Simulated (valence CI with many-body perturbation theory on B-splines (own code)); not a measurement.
**E1 transitions of Pd⁶⁺**

Method: configuration interaction combined with many-body perturbation theory (CI+MBPT): four valence electrons over a frozen Dirac-Fock core [Kr], a basis of 7 s, 7 p, 8 d, 6 f, 4 g, 1 h functions for each j, with the one-electron correlation potential Σ1 (screened to all orders), the two-electron term Σ2, the three-electron term Σ3, Breit, model QED; selected single and double excitations, second order for the rest, scaled by the run's own slope (own B-spline code, finite nucleus).

No measured levels were compared; by estimate terms of the open shell hold to 2 to 4 % of their energy, and close levels can change places; different configurations can be misplaced against each other by 1,000 to 8,000 cm⁻¹. The list stops below the first excitations out of the core.

Lines 51 to 100 of 423 in falling wavelength, among levels below 314100 cm⁻¹, chosen from the strongest by gf and those to the six lowest levels. Wavelengths and rates use the calculated energies, so an error of 2000 cm⁻¹ moves a line at 217.4 nm by 4.3 % and its rate by three times that or more. Electric multipoles are in the length gauge, E1 and E2 with the static RPA response of the core. Weak lines are less certain than strong ones. Lines between different terms over intervals too small for the method are left out, as are lines whose strength nearly cancels. Where a level lies close to another of its J and parity, the split of strength between their lines is uncertain. The highest levels of a list are the least certain.

Names give the largest LS component (configuration and term), which can be under half, so a name can repeat, a term be missing and a line seem to break the LS rules; names also repeat where a configuration has a term twice. Letters in brackets count levels of one name in rising energy.

```
λ vac (nm)         Upper            Lower   A (s⁻¹)  S (a.u.)
     217.4  4d3.5p 5G°_3  4d3.5s 1D_2 [a]  8.49e+00  3.02e-07
     216.5  4d3.5p 3D°_1  4d3.5s 1D_2 [a]  3.37e+04  5.06e-04
     214.5  4d3.5p 5D°_3  4d3.5s 3F_2 [b]  3.51e+04  1.20e-03
     213.7  4d3.5p 5G°_2  4d3.5s 3P_2 [c]  1.82e+01  4.39e-07
     212.8  4d3.5p 5D°_3  4d3.5s 3F_3 [b]  3.76e+04  1.25e-03
     211.4  4d3.5p 5D°_3  4d3.5s 3F_4 [b]  3.40e+05  1.11e-02
     208.4  4d3.5p 3D°_2      4d3.5s 1P_1  1.80e+05  4.01e-03
     207.2  4d3.5p 5D°_1  4d3.5s 3F_2 [b]  4.77e+04  6.28e-04
     206.5  4d3.5p 3D°_2  4d3.5s 1D_2 [a]  2.37e+03  5.16e-05
     206.4  4d3.5p 5G°_5  4d3.5s 3F_4 [b]  3.58e+05  1.71e-02
     204.2  4d3.5p 5G°_2  4d3.5s 3D_3 [a]  7.01e+01  1.47e-06
     201.6  4d3.5p 5G°_3  4d3.5s 3P_2 [c]  4.24e+04  1.20e-03
     200.9  4d3.5p 5D°_2  4d3.5s 3F_2 [b]  7.99e+04  1.60e-03
     200.8  4d3.5p 3D°_1  4d3.5s 3P_2 [c]  1.56e+05  1.88e-03
     199.9  4d3.5p 5D°_4  4d3.5s 3F_3 [b]  9.10e+04  3.23e-03
     199.4  4d3.5p 5D°_2  4d3.5s 3F_3 [b]  1.57e+05  3.06e-03
     198.6  4d3.5p 5D°_4  4d3.5s 3F_4 [b]  4.40e+05  1.53e-02
     198.0  4d3.5p 5F°_1  4d3.5s 3F_2 [b]  2.81e+05  3.24e-03
     197.2  4d3.5p 5G°_2  4d3.5s 3P_2 [b]  7.44e+03  1.41e-04
     197.0  4d3.5p 5G°_2  4d3.5s 3P_1 [c]  3.92e+04  7.40e-04
     194.2  4d3.5p 5G°_3      4d3.5s 1G_4  3.57e+04  9.03e-04
     193.8  4d3.5p 5D°_3  4d3.5s 1D_2 [a]  2.04e+04  5.13e-04
     193.2  4d3.5p 5G°_3  4d3.5s 3D_3 [a]  7.67e+03  1.91e-04
     192.5  4d3.5p 5D°_0      4d3.5s 1P_1  3.66e+03  1.29e-05
     192.2  4d3.5p 3D°_2  4d3.5s 3P_2 [c]  1.10e+06  1.92e-02
     191.2  4d3.5p 5G°_2  4d3.5s 3P_1 [b]  3.32e+03  5.72e-05
     190.5  4d3.5p 5G°_4      4d3.5s 1H_5  2.98e+03  9.15e-05
     189.4  4d3.5p 5D°_1      4d3.5s 1P_1  4.30e+02  4.32e-06
     187.8  4d3.5p 5D°_1  4d3.5s 1D_2 [a]  3.92e+04  3.84e-04
     187.6  4d3.5p 3D°_1  4d3.5s 3P_0 [b]  1.99e+06  1.95e-02
     186.9  4d3.5p 5G°_3  4d3.5s 3P_2 [b]  1.18e+05  2.66e-03
     186.2  4d3.5p 3D°_1  4d3.5s 3P_2 [b]  4.87e+04  4.66e-04
     186.1  4d3.5p 3D°_1  4d3.5s 3P_1 [c]  3.63e+06  3.47e-02
     184.8  4d3.5p 5G°_2  4d3.5s 3P_2 [a]  2.87e+04  4.46e-04
     184.5  4d3.5p 3D°_2  4d3.5s 3D_3 [a]  3.89e+03  6.03e-05
     184.1  4d3.5p 5D°_2      4d3.5s 1P_1  9.35e+04  1.44e-03
     182.7  4d3.5p 5G°_4      4d3.5s 1G_4  4.09e+01  1.11e-06
     182.6  4d3.5p 5D°_2  4d3.5s 1D_2 [a]  2.66e+04  4.00e-04
     181.9  4d3.5p 5G°_4  4d3.5s 3D_3 [a]  2.22e+05  5.95e-03
     181.7  4d3.5p 5F°_1      4d3.5s 1P_1  7.57e+04  6.73e-04
     181.1  4d3.5p 5D°_3  4d3.5s 3P_2 [c]  3.47e+06  7.13e-02
     180.9  4d3.5p 3D°_1  4d3.5s 3P_1 [b]  5.22e+04  4.57e-04
     180.2  4d3.5p 5F°_1  4d3.5s 1D_2 [a]  4.01e+04  3.47e-04
     178.8  4d3.5p 3D°_2  4d3.5s 3P_2 [b]  1.27e+06  1.79e-02
     178.6  4d3.5p 3D°_2  4d3.5s 3P_1 [c]  6.60e+06  9.29e-02
     178.5  4d3.5p 5G°_5      4d3.5s 1H_5  5.75e+03  1.77e-04
     176.7  4d3.5p 5G°_2  4d3.5s 3P_1 [a]  7.96e+05  1.08e-02
     175.9  4d3.5p 5D°_1  4d3.5s 3P_2 [c]  5.15e+03  4.15e-05
     175.7  4d3.5p 5G°_3  4d3.5s 3P_2 [a]  2.77e+05  5.19e-03
     175.1  4d3.5p 3D°_1  4d3.5s 3P_2 [a]  4.10e+05  3.26e-03
```
